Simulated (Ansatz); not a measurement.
# Relaxing a trial structure of C2InTe−

The starting geometry of this gas-phase singlet was optimised with GFN2-xTB.

```xyz
4

C    -0.3542    2.0426   -0.1788
C    -0.9734    2.5195    0.8420
In   -0.1483    0.5525   -1.7839
Te   -2.2440    0.6520    0.1286
```

Problem. Predict what it relaxes into with B3LYP-D3(BJ)/def2-SVPD.

Solution. It rearranges, giving a structure given below by its coordinates. Distances that change by over a tenth: C1–In3 (2.20 → 2.45 Å), C1–Te4 (2.37 → 2.08 Å), In3–Te4 (2.84 → 3.41 Å). Contacts that open: C2–Te4 (2.37 → 3.33 Å). Contacts that close: C2–In3 (3.38 → 2.36 Å).

The energy falls by 0.93 eV over 21 steps:

| step | E − E(last) (eV) |
| --- | --- |
| 1 | 0.933 |
| 3 | 0.817 |
| 5 | 0.795 |
| 8 | 0.764 |
| 10 | 0.649 |
| 12 | 0.440 |
| 14 | 0.093 |
| 17 | 0.001 |
| 19 | 0.000 |
| 21 | 0.000 |

Final geometry (Å):

```xyz
4

C    -1.1717    1.7837    0.2931
C    -0.1868    2.5791    0.2107
In    0.2469    1.1102   -1.5893
Te   -2.6084    0.2935    0.0934
```

The end wasn't checked by frequencies. Atoms past krypton carry core potentials, without spin–orbit terms. Run with Ansatz 0.2.0, 5.9 min on 1 thread of AMD EPYC (Zen 3), with other jobs on the host.
